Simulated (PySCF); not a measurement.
## Basis and Hamiltonian dependence of the excitation energy of Sn

Sn [Kr] 4d10 5s2 5p2 (3P) → Sn [Kr] 4d10 5s1 5p2 6s1 (5P). All values are computed (PySCF 2.14, energy differences of UHF-based or UKS calculations, no spin-orbit coupling). Values in eV.

```tsv
basis	Hamiltonian	functions	UHF	PBE	PBE0	MP2 (valence)	CCSD(T) (valence)	CCSD(T) (valence and next inner shell)
aug-cc-pVDZ-PP with ECP28MDF	ECP	32	8.304	10.234	9.969	8.964	9.220	n/a
aug-cc-pwCVDZ-PP with ECP28MDF	ECP	48	8.288	10.234	9.965	9.003	9.249	9.725
aug-cc-pVTZ-PP with ECP28MDF	ECP	55	8.216	10.185	9.917	9.051	9.280	n/a
def2-TZVPPD with the def2 core potential (28 electrons)	ECP	56	8.302	10.238	9.976	9.117	9.340	9.865
aug-cc-pVTZ-PP with one added diffuse shell each of d, f type with ECP28MDF	ECP	67	8.215	10.182	9.916	9.051	9.280	n/a
aug-cc-pVTZ-DK3	spin-free X2C	68	8.241	10.133	9.885	9.066	9.292	n/a
ANO-RCC-VTZP	spin-free X2C	68	11.199	12.498	12.354	11.917	12.119	12.529
x2c-TZVPPall with one added diffuse shell each of s, p, d, f type	spin-free X2C	76	8.408	10.227	9.989	9.206	9.427	9.958
aug-cc-pVQZ-PP with ECP28MDF	ECP	92	8.167	10.172	9.899	9.083	9.283	n/a
aug-cc-pwCVTZ-PP with ECP28MDF	ECP	96	8.202	10.197	9.922	9.070	9.288	n/a
aug-cc-pVQZ-DK3	spin-free X2C	102	8.180	10.105	9.852	9.085	9.284	n/a
aug-cc-pVQZ-PP with one added diffuse shell each of s, p, d, f, g type with ECP28MDF	ECP	117	8.132	10.160	9.885	9.059	n/a	n/a
aug-cc-pwCVTZ-DK3 with one added diffuse shell each of s, p, d, f type	spin-free X2C	125	8.135	10.099	9.841	9.014	n/a	n/a
x2c-QZVPPall with one added diffuse shell each of s, p, d, f type	spin-free X2C	128	8.160	10.109	9.851	9.067	n/a	n/a
```

Frozen in the all-electron rows: valence: [Kr] 4d10; valence and next inner shell: [Ar] 3d10; with a core potential, the same shells as far as they lie outside it.

At UHF, ANO-RCC-VTZP lies more than 0.3 eV from the median of the rows with comparable relativity. Of these, ANO-RCC-VTZP has no diffuse functions of the l that the added or promoted electron needs.

The upper state lies above the first ionisation limit, but in LS coupling its spin forbids autoionisation to the ground ion; at this Z spin-orbit coupling breaks that rule. A Rydberg-like electron needs more diffuse functions than a valence basis has.
